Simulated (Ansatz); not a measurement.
Relaxation of ClF4H3W (9 atoms, charge 0, multiplicity 1), to a largest force component of 0.03 eV/Å in at most 50 steps.

Level of theory: RKS PBE0-D4/def2-SVP in Ansatz.

```xyz
9
Properties=species:S:1:pos:R:3:forces:R:3
W 0.376 0.261 -0.341 0.68 0.38 0.34
H -0.614 0.401 2.409 -1.64 -0.76 -0.12
F 1.824 -0.458 -1.228 -0.01 -0.02 0.03
F -0.418 1.898 -0.001 0.02 -0.06 0.02
F -1.234 -0.527 0.101 -0.02 0.02 -0.01
H 0.752 -0.982 0.724 0.02 0.01 0.00
F -0.288 0.221 -2.077 0.00 0.00 0.01
Cl 2.061 1.189 1.026 -0.43 -0.29 -0.65
H 0.022 0.711 2.529 1.38 0.71 0.39
```

Where does it end, and by what steps?

The forces met the threshold. The force dipped under the threshold on the way, but the program's further checks kept it going. After 6 steps the energy has fallen by 0.170 eV; H9 moved furthest, 0.55 Å.

```
step  energy less start (eV)  largest force component (eV/Å)  accepted
   0                  0.0000                           1.639       yes
   1                 -0.1251                           0.155       yes
   2                 -0.1580                           0.134       yes
   3                 -0.0742                           1.240        no
   4                 -0.1671                           0.027       yes
   5                 -0.1698                           0.026       yes
   6                 -0.1704                           0.021       yes
```

```xyz
9
Properties=species:S:1:pos:R:3
W 0.460 0.263 -0.482
H -0.855 0.383 2.896
F 1.857 -0.537 -1.389
F -0.352 1.890 -0.124
F -1.150 -0.488 0.030
H 0.833 -0.953 0.616
F -0.253 0.222 -2.201
Cl 2.135 1.196 0.769
H -0.195 0.738 3.029
```

Whether the end is a true minimum wasn't checked by a vibrational analysis.

Time of the run: 18 s on 4 threads of AMD EPYC 7R13 Processor (Zen 3), with other jobs on the host, peak memory 0.33 GiB.
